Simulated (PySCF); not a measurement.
C₂HF₂, SMILES [CH]=C(F)F, multiplicity 2. Atoms are numbered in the order given.

```xyz
5

C      0.5121     1.3256     0.0000
C      0.0622     0.1053     0.0000
F      0.8114    -0.9734     0.0000
F     -1.2121    -0.2403     0.0000
H      0.1603     2.3384     0.0000
```
Charge 0, spin multiplicity 2.

Coordinates come from a PBE0-D3(BJ)/def2-TZVP optimisation. The isomer is the one that the SMILES or the coordinates give; other isomers of the formula were not compared.

These are PBE0/pcH-1 in PySCF values and carry that method's errors.

Unrestricted Kohn–Sham, ⟨S²⟩ = 0.762. Hyperfine tensors hold the contact and dipolar terms, without spin-orbit corrections.

Computed hyperfine couplings:
```csv
nucleus,A(iso) (MHz),A(iso) (G),dipolar principal values (MHz)
13C no. 1,328.2,117.1,"-83.9, -58.7, 142.6"
13C no. 2,-15.1,-5.4,"-26.4, 5.3, 21.0"
19F no. 3,48.4,17.3,"-90.9, -21.6, 112.4"
19F no. 4,164.2,58.6,"-148.1, -81.2, 229.3"
1H no. 5,-14.6,-5.2,"-33.2, -8.5, 41.7"
```

And the g tensor (effective nuclear charges for spin-orbit coupling, GIAO)? (Estimate from the structure and the level; the computed values follow.)

principal values 2.0018, 2.0023, 2.0027; isotropic 2.0023.
